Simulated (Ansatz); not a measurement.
Total energies of `c1csc(-c2cnc(-c3cnc(-c4cnc(-c5cncs5)s4)s3)s2)n1` from Ansatz at PBE-D4/def2-TZVP, gas phase (1 Eh = 27.2114 eV = 2625.5 kJ/mol). The reference geometry is relaxed at r2SCAN-D4/def2-SVP.

```json
{"state": "charge 0 singlet", "geometry": "reference", "energy (Eh)": "-2839.13457"}
{"state": "charge 1 doublet", "geometry": "reference", "energy (Eh)": "-2838.88339"}
{"state": "charge -1 doublet", "geometry": "reference", "energy (Eh)": "-2839.20884"}
{"state": "free C atom (triplet)", "geometry": "–", "energy (Eh)": "-37.79597"}
{"state": "free S atom (triplet)", "geometry": "–", "energy (Eh)": "-397.93833"}
{"state": "free N atom (quartet)", "geometry": "–", "energy (Eh)": "-54.53214"}
{"state": "free H atom (doublet)", "geometry": "–", "energy (Eh)": "-0.49962"}
```

Single mean-field runs in def2-TZVP are fitted with def2-universal-jkfit.

Work out the vertical ionisation energy to the doublet.

E(charge 1 doublet) − E(charge 0 singlet) = -2838.88339 − (-2839.13457) = 0.25118 Eh = 6.83 eV. For comparison, −ε of the highest occupied level is 5.23 eV at this level, 1.60 eV less.

Work out the vertical electron affinity, to the doublet.

E(charge 0 singlet) − E(charge -1 doublet) = -2839.13457 − (-2839.20884) = 0.07427 Eh = 2.02 eV. The basis lacks diffuse functions, which makes affinities too small.

Give the fundamental gap IE − EA, the Mulliken electronegativity (IE + EA)/2 and the hardness (IE − EA)/2.

From the values in Eh: IE − EA = 0.25118 − 0.07427 = 0.17691 Eh = 4.81 eV; (IE + EA)/2 = 4.43 eV; (IE − EA)/2 = 2.41 eV. The HOMO–LUMO gap of the same run is 1.71 eV, 3.10 eV smaller than the fundamental gap.

What is the binding energy per atom against free atoms?

Atoms: 15 × (-37.79597) + 5 × (-397.93833) + 5 × (-54.53214) + 7 × (-0.49962) = -2832.78924 Eh. Binding: -2832.78924 − (-2839.13457) = 6.34533 Eh = 172.67 eV, or 5.40 eV for each of 32 atoms (no zero-point energy, no counterpoise term).
